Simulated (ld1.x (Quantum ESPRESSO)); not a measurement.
# silver: what ld1.x (Quantum ESPRESSO) 7.5 does with a changed input

Command:

```bash
ld1.x < Ag.in > Ag.out
```

Input:

```
&input
   title='Ag', zed=47., rel=1, dft='PBE', iswitch=3, dx=0.006,
   config='[Kr] 4d10 5s1 5p0',
   nld=3, rlderiv=1.90, eminld=-9.0, emaxld=5.0, deld=0.04
 /
 &inputp
   pseudotype=2, tm=.true., lloc=-2, rcloc=1.70,
   nlcc=.false.,
   file_pseudopw='Ag.UPF', file_wfcaegen='ae.wfc', file_wfcncgen='nc.wfc', file_beta='beta', file_chi='chi'
 /
3
4S  1  0   2.00   0.00  1.05  1.05  0.0
4P  2  1   6.00   0.00  1.75  1.75  0.0
4D  3  2  10.00   0.00  1.60  1.60  0.0
 &test
   configts(1)='4s2 4p6 4d10 5s1 5p0'
 /
```

This is an input that runs to its end, with one change: mesh step dx=0.006.

Question: How does the run end?

Answer: The program runs through. The occupied levels of the test differ from the all-electron ones by at most 0.00018 Ry (unchanged input: 0.00028 Ry).

```
     eps = 1.4E-15  iter = 18

     Etot =  -10632.070648 Ry,   -5316.035324 Ha, -144656.690504 eV
     Etotps =  -293.832965 Ry,    -146.916482 Ha,   -3997.801149 eV

     Ekin =     107.624053 Ry,      53.812026 Ha,    1464.299832 eV
     Encl =    -564.540286 Ry,    -282.270143 Ha,   -7680.961883 eV
     Ehrt =     256.685823 Ry,     128.342912 Ha,    3492.388538 eV
     Ecxc =     -27.892079 Ry,     -13.946039 Ha,    -379.491067 eV
     Epseu=     -65.710476 Ry,     -32.855238 Ha,    -894.036569 eV

     ---------------------- End of pseudopotential test ----------------------
```
